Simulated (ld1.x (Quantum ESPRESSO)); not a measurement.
silicon: RRKJ pseudisation with Wu–Cohen, scalar-relativistic reference atom.

The input file (ld1.x (Quantum ESPRESSO) 7.5):

```
&input
   title='Si', zed=14., rel=1, dft='WC', iswitch=3,
   config='[Ne] 3s2 3p0.5',
   nld=2, rlderiv=2.35, eminld=-4.0, emaxld=5.0, deld=0.02
 /
 &inputp
   pseudotype=2, tm=.false., lloc=0,
   nlcc=.true., new_core_ps=.true., rcore=0.80,
   file_pseudopw='Si.UPF', file_wfcaegen='ae.wfc', file_wfcncgen='nc.wfc', file_beta='beta', file_chi='chi'
 /
2
3P  2  1   0.50   0.00  2.15  2.15  0.0
3S  1  0   2.00   0.00  1.20  1.20  0.0
 &test
   configts(1)='3s2 3p0.5'
 /
```

Command:

```bash
ld1.x < Si.in > Si.out
```

Output (shortened: banner, matrices, multipoles, cross overlaps and the repeated all-electron block are left out):

```
Program LD1 v.7.5
     --------------------------- All-electron run ----------------------------

     Si
     scalar relativistic calculation

     atomic number is 14.00
     dft =WC   lsd =0 sic =0 latt =0  beta=0.20 tr2=1.0E-14
     Exchange-correlation= WC
                           (   1   4  11   4   0   0   0)
     mesh =1141 r(mesh) = 100.57892 a.u. xmin = -7.00 dx = 0.01250
     1 Ry =  13.60569312 eV, c = 137.03599908

     n l     nl                  e(Ry)          e(Ha)          e(eV)
     1 0     1S 1( 2.00)      -132.3103       -66.1552     -1800.1737
     2 0     2S 1( 2.00)       -11.3477        -5.6738      -154.3927
     2 1     2P 1( 6.00)        -8.1399        -4.0700      -110.7496
     3 0     3S 1( 2.00)        -1.7384        -0.8692       -23.6515
     3 1     3P 1( 0.50)        -1.1721        -0.5860       -15.9471

     final scf error:  6.2E-15 reached in  22 iterations

     Etot =    -578.139631 Ry,    -289.069815 Ha,   -7865.990399 eV

     Ekin =     579.627549 Ry,     289.813774 Ha,    7886.234553 eV
     Encl =   -1367.622659 Ry,    -683.811329 Ha,  -18607.454204 eV
     Eh   =     249.951024 Ry,     124.975512 Ha,    3400.756924 eV
     Exc  =     -40.095544 Ry,     -20.047772 Ha,    -545.527672 eV

     normalization and overlap integrals

     s(1S/1S) =  1.000000  <r> =   0.1114  <r2> =    0.0167  r(max) =   0.0723
     s(2S/2S) =  1.000000  <r> =   0.5682  <r2> =    0.3859  r(max) =   0.4543
     s(2P/2P) =  1.000000  <r> =   0.5368  <r2> =    0.3636  r(max) =   0.3861
     s(3S/3S) =  1.000000  <r> =   2.0013  <r2> =    4.6002  r(max) =   1.7306
     s(3P/3P) =  1.000000  <r> =   2.3276  <r2> =    6.3032  r(max) =   1.9610

     ------------------------ End of All-electron run ------------------------

     --------------------- Generating NC pseudopotential ---------------------

      Generating local pot.: lloc=0, matching radius rcloc =   1.2000

      Computing core charge for nlcc:

       r > 0.81 : true rho core
      Core charge pseudized with two Bessel functions
      Integrated core pseudo-charge :   7.24

      Wfc   3P  rcut= 2.140  Estimated cut-off energy=       38.15 Ry
      This function has    0 nodes for 0 < r <    2.140

     ------------------- End of pseudopotential generation -------------------

     Computing logarithmic derivative in   2.35070
     Computing logarithmic derivative in   2.35070
     Computing the partial wave expansion
       no projector for channel:   0
     R is outside the sphere for l=    1 j= 0.00

     ---------------------- Testing the pseudopotential ----------------------

     Si
     scalar relativistic calculation

     atomic number is 14.00   valence charge is  4.00
     dft =WC   lsd =0 sic =0 latt =0  beta=0.20 tr2=1.0E-14
     mesh =1141 r(mesh) = 100.57892 xmin = -7.00 dx = 0.01250

     n l     nl             e AE (Ry)        e PS (Ry)    De AE-PS (Ry)
     1 0     3S   1( 2.00)       -1.73836       -1.73835       -0.00001
     2 1     3P   1( 0.50)       -1.17209       -1.17210        0.00000

     eps = 3.8E-15  iter =  9

     Etot =    -578.139631 Ry,    -289.069815 Ha,   -7865.990399 eV
     Etotps =   -23.270265 Ry,     -11.635132 Ha,    -316.608079 eV

     Ekin =       1.944943 Ry,       0.972472 Ha,      26.462300 eV
     Encl =      -9.490679 Ry,      -4.745340 Ha,    -129.127272 eV
     Ehrt =       2.718383 Ry,       1.359192 Ha,      36.985489 eV
     Ecxc =     -18.371352 Ry,      -9.185676 Ha,    -249.954980 eV
     (Ecc =     -16.811545 Ry,      -8.405772 Ha,    -228.732722 eV)
     Epseu=      -0.071559 Ry,      -0.035780 Ha,      -0.973616 eV

     ---------------------- End of pseudopotential test ----------------------
```

Generation and configuration tests took about 3.9 s on one core of a shared server CPU.

Transferability test of the new file with ld1.x, input:

```
&input
   title='Si', zed=14., rel=1, dft='WC', iswitch=2,
   config='[Ne] 3s2 3p0.5'
 /
 &test
   file_pseudo='Si.UPF', nconf=8,
   configts(1)='3s2 3p0.5',
   configts(2)='3s2 3p2',
   configts(3)='3s2 3p1',
   configts(4)='3s2 3p0',
   configts(5)='3s2 3p1.5',
   configts(6)='3s0 3p4',
   configts(7)='3s2 3p2.3',
   configts(8)='3s1 3p3'
 /
```

```bash
ld1.x < Si.test.in > Si.test.out
```

Pseudopotential blocks of its output, shortened (energy terms left out):

```
     ---------------------- Testing the pseudopotential ----------------------

     n l     nl             e AE (Ry)        e PS (Ry)    De AE-PS (Ry)
     1 0     3S   1( 2.00)       -1.73836       -1.73835       -0.00001
     2 1     3P   1( 0.50)       -1.17209       -1.17210        0.00000

     eps = 1.5E-16  iter = 12

     Etot =    -578.139631 Ry,    -289.069815 Ha,   -7865.990399 eV
     Etotps =   -23.270265 Ry,     -11.635132 Ha,    -316.608079 eV

     ---------------------- End of pseudopotential test ----------------------

          ---------------------- Testing the pseudopotential ----------------------

     n l     nl             e AE (Ry)        e PS (Ry)    De AE-PS (Ry)
     1 0     3S   1( 2.00)       -0.79207       -0.79369        0.00162
     2 1     3P   1( 2.00)       -0.29774       -0.29859        0.00086

     eps = 5.4E-15  iter = 12

     Etot =    -579.212879 Ry,    -289.606440 Ha,   -7880.592687 eV
     Etotps =   -24.344793 Ry,     -12.172397 Ha,    -331.227788 eV
     dEtot_ae =      -1.073248 Ry
     dEtot_ps =      -1.074529 Ry,   Delta E=       0.001280 Ry

     ---------------------- End of pseudopotential test ----------------------

          ---------------------- Testing the pseudopotential ----------------------

     n l     nl             e AE (Ry)        e PS (Ry)    De AE-PS (Ry)
     1 0     3S   1( 2.00)       -1.39777       -1.39886        0.00109
     2 1     3P   1( 1.00)       -0.85565       -0.85649        0.00084

     eps = 2.8E-15  iter = 14

     Etot =    -578.645661 Ry,    -289.322831 Ha,   -7872.875297 eV
     Etotps =   -23.776558 Ry,     -11.888279 Ha,    -323.496556 eV
     dEtot_ae =      -0.506031 Ry
     dEtot_ps =      -0.506294 Ry,   Delta E=       0.000263 Ry

     ---------------------- End of pseudopotential test ----------------------

          ---------------------- Testing the pseudopotential ----------------------

     n l     nl             e AE (Ry)        e PS (Ry)    De AE-PS (Ry)
     1 0     3S   1( 2.00)       -2.09783       -2.09601       -0.00182
     2 1     3P   1( 0.00)       -1.50770       -1.50605       -0.00165

     eps = 1.4E-15  iter = 12

     Etot =    -577.470417 Ry,    -288.735208 Ha,   -7856.885275 eV
     Etotps =   -22.601396 Ry,     -11.300698 Ha,    -307.507656 eV
     dEtot_ae =       0.669214 Ry
     dEtot_ps =       0.668869 Ry,   Delta E=       0.000346 Ry

     ---------------------- End of pseudopotential test ----------------------

          ---------------------- Testing the pseudopotential ----------------------

     n l     nl             e AE (Ry)        e PS (Ry)    De AE-PS (Ry)
     1 0     3S   1( 2.00)       -1.08051       -1.08209        0.00158
     2 1     3P   1( 1.50)       -0.56254       -0.56360        0.00106

     eps = 2.3E-16  iter = 12

     Etot =    -578.999130 Ry,    -289.499565 Ha,   -7877.684487 eV
     Etotps =   -24.130541 Ry,     -12.065271 Ha,    -328.312740 eV
     dEtot_ae =      -0.859500 Ry
     dEtot_ps =      -0.860277 Ry,   Delta E=       0.000777 Ry

     ---------------------- End of pseudopotential test ----------------------

          ---------------------- Testing the pseudopotential ----------------------

     n l     nl             e AE (Ry)        e PS (Ry)    De AE-PS (Ry)
     1 0     3S   1( 0.00)       -0.89599       -0.90068        0.00469
     2 1     3P   1( 4.00)       -0.38008       -0.38071        0.00063

     eps = 2.5E-15  iter = 14

     Etot =    -578.201707 Ry,    -289.100854 Ha,   -7866.834991 eV
     Etotps =   -23.329192 Ry,     -11.664596 Ha,    -317.409834 eV
     dEtot_ae =      -0.062076 Ry
     dEtot_ps =      -0.058928 Ry,   Delta E=      -0.003148 Ry

     ---------------------- End of pseudopotential test ----------------------

          ---------------------- Testing the pseudopotential ----------------------

     n l     nl             e AE (Ry)        e PS (Ry)    De AE-PS (Ry)
     1 0     3S   1( 2.00)       -0.63647       -0.63795        0.00147
     2 1     3P   1( 2.30)       -0.15562       -0.15622        0.00060

     eps = 2.5E-15  iter = 16

     Etot =    -579.280522 Ry,    -289.640261 Ha,   -7881.513019 eV
     Etotps =   -24.412660 Ry,     -12.206330 Ha,    -332.151160 eV
     dEtot_ae =      -1.140892 Ry
     dEtot_ps =      -1.142395 Ry,   Delta E=       0.001504 Ry

     ---------------------- End of pseudopotential test ----------------------

          ---------------------- Testing the pseudopotential ----------------------

     n l     nl             e AE (Ry)        e PS (Ry)    De AE-PS (Ry)
     1 0     3S   1( 1.00)       -0.84702       -0.84971        0.00269
     2 1     3P   1( 3.00)       -0.34118       -0.34177        0.00059

     eps = 4.2E-15  iter = 11

     Etot =    -578.712675 Ry,    -289.356337 Ha,   -7873.787056 eV
     Etotps =   -23.843193 Ry,     -11.921597 Ha,    -324.403173 eV
     dEtot_ae =      -0.573044 Ry
     dEtot_ps =      -0.572929 Ry,   Delta E=      -0.000115 Ry

     ---------------------- End of pseudopotential test ----------------------
```
